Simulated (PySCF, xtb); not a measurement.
Ag2, SMILES [Ag][Ag], multiplicity 1.

GFN2-xTB in xtb at its own geometry gives an orbital gap of 2.38 eV and a dipole moment of 0.00 D.

Geometry: PBE0-D3(BJ)/def2-TZVPD. The spin state was assumed, not searched. The def2 effective core potentials stand for the cores of Ag; spin–orbit coupling is left out.

### Question
What does CAM-B3LYP/def2-TZVPD run with PySCF give? (An estimate is asked for; the answer gives what the named calculation found.)

### Answer
gap 5.06 eV (levels -6.69 and -1.63 eV), dipole 0.00 D.
